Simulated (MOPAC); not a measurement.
MOPAC input (PM3):

```
PM3 PRECISE GNORM=0.05 LET XYZ UHF MS=0.5 GEO-OK AUX(PRECISION=9) THREADS=1
CBF2O

O    -2.09899100 1    0.33409200 1    0.37067800 1
C    -0.97246400 1    0.15478500 1    0.17173500 1
B     0.48534000 1   -0.07725000 1   -0.08571000 1
F     1.22605800 1    0.90572000 1   -0.58752300 1
F     1.01838700 1   -1.26296300 1    0.19115800 1
```

From the output:

```
                                                       MOPAC v23.2.5 Linux

          FINAL HEAT OF FORMATION =       -197.91565 KCAL/MOL =    -828.07910 KJ/MOL

          COSMO AREA              =         94.33 SQUARE ANGSTROMS
          COSMO VOLUME            =         75.88 CUBIC ANGSTROMS

          GRADIENT NORM           =          0.02556          =       0.01143 PER ATOM
          IONIZATION POTENTIAL    =          9.507265 EV
          ALPHA SOMO LUMO (EV)    =         -9.507 -0.905
          BETA  SOMO LUMO (EV)    =        -15.756 -1.305
          NO. OF ALPHA ELECTRONS  =         14
          NO. OF BETA  ELECTRONS  =         13
          MOLECULAR WEIGHT        =         76.8172         POINT GROUP:  C2v

          MOLECULAR DIMENSIONS (Angstroms)

            Atom       Atom       Distance
            F     5    O     1     3.53391
            F     4    O     1     2.09838
            C     2    B     3     0.00004

          SCF CALCULATIONS        =         16

   ATOM   CHEMICAL          X               Y               Z
  NUMBER   SYMBOL      (ANGSTROMS)     (ANGSTROMS)     (ANGSTROMS)

     1       O         -2.11099677  *   0.33596849  *   0.37282291  *
     2       C         -0.98734856  *   0.15715377  *   0.17433617  *
     3       B          0.42922743  *  -0.06832688  *  -0.07578389  *
     4       F          1.25391090  *   0.85157657  *  -0.57568932  *
     5       F          1.05571327  *  -1.21915591  *   0.16780029  *

                             CARTESIAN COORDINATES

   1    O       -2.110996766     0.335968486     0.372822913
   2    C       -0.987348555     0.157153771     0.174336173
   3    B        0.429227434    -0.068326884    -0.075783890
   4    F        1.253910903     0.851576572    -0.575689322
   5    F        1.055713270    -1.219155909     0.167800291

           Empirical Formula: C O B F2  =     5 atoms

      MOLECULAR POINT GROUP   :   C2v

          ALPHA EIGENVALUES
 -40.57737 -29.22051 -25.26590 -25.06431 -19.95101 -19.82132 -18.41257 -17.76863
 -17.45550 -16.86873 -16.73925 -16.24651 -15.86750  -9.50727  -0.90455  -0.29897
   0.82590   3.58432   3.83965   5.36745

           BETA EIGENVALUES
 -40.42707 -28.98285 -25.20614 -24.73571 -19.68967 -19.23160 -18.37869 -17.72936
 -16.61380 -16.39216 -16.25868 -16.24200 -15.75563  -1.30480  -0.66790   1.03242
   1.64719   3.76826   4.01427   5.66925

              NET ATOMIC CHARGES AND DIPOLE CONTRIBUTIONS

  ATOM NO.   TYPE          CHARGE      No. of ELECS.   s-Pop       p-Pop
    1          O          -0.044450        6.0444     1.82830     4.21615
    2          C           0.282929        3.7171     1.24968     2.46739
    3          B          -0.150322        3.1503     0.91229     2.23803
    4          F          -0.044084        7.0441     1.56031     5.48377
    5          F          -0.044073        7.0441     1.56031     5.48376
 DIPOLE           X         Y         Z       TOTAL
 POINT-CHG.    -1.690     0.269     0.298     1.737
 HYBRID        -0.519     0.083     0.092     0.533
 SUM           -2.209     0.352     0.390     2.271

          ATOMIC ORBITAL ELECTRON POPULATIONS

     Atom    s        px        py        pz
    1  O   1.82830   1.27186   1.37986   1.56443
    2  C   1.24968   0.91010   0.67481   0.88248
    3  B   0.91229   0.75910   0.74648   0.73245
    4  F   1.56031   1.82398   1.81215   1.84764
    5  F   1.56031   1.87106   1.73385   1.87884

                    (SZ)    =    0.500000
                    (S**2)  =    0.755317

          ATOMIC ORBITAL SPIN POPULATIONS

    Atom   Total    s     px     py     pz
         Atomic
    1  O  0.2520  0.001  0.006  0.018  0.226
    2  C  0.2918  0.012  0.014  0.034  0.232
    3  B  0.3679  0.001  0.015  0.040  0.312
    4  F  0.0441 -0.002 -0.000  0.003  0.043
    5  F  0.0441 -0.002  0.000  0.002  0.044

 **********************
 *                    *
 * JOB ENDED NORMALLY *
 *                    *
 **********************

 == MOPAC DONE ==
```

The geometry given is a B3LYP-D3(BJ)/def2-TZVP minimum.
